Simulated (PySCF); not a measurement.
**Run times: thallium in x2c-SVPall-2c with one added diffuse shell each of s, p type**

Measured wall times of calculations with PySCF 2.14 in x2c-SVPall-2c with one added diffuse shell each of s, p type (8s12p7d2f, 93 functions), with two-component X2C-1e, run from one Python driver. Hardware: 1 thread of Neoverse-V1 on a shared host, 1.3 GiB allowed. The two-electron integrals over 93 functions were computed once and kept in memory (9.7 CPU seconds with the set-up); the times below exclude them.

Launch command (the driver calls PySCF for each step listed in the task file):

```bash
OMP_NUM_THREADS=1 python sorun2.py TASK.json OUT
```

| species | step | iterations | wall time (s) |
| --- | --- | --- | --- |
| Tl [Xe] 4f14 5d10 6s2 6p1 | GHF, spin-free | 8 | 3.8 |
| Tl [Xe] 4f14 5d10 6s2 6p1 | GMP2 (21 electrons), spin-free |  | 1.5 |
| Tl [Xe] 4f14 5d10 6s2 6p1 | GHF, screened spin-orbit | 8 | 3.8 |
| Tl [Xe] 4f14 5d10 6s2 6p1 | GMP2 (21 electrons), screened spin-orbit |  | 1.1 |
| Tl [Xe] 4f14 5d10 6s2 7s1 | GHF, spin-free | 7 | 3.4 |
| Tl [Xe] 4f14 5d10 6s2 7s1 | GMP2 (21 electrons), spin-free |  | 1.1 |
| Tl [Xe] 4f14 5d10 6s2 7s1 | GHF, screened spin-orbit | 7 | 3.4 |
| Tl [Xe] 4f14 5d10 6s2 7s1 | GMP2 (21 electrons), screened spin-orbit |  | 1.1 |

Peak memory of the process: 0.33 GiB. Times on a shared host vary from run to run.
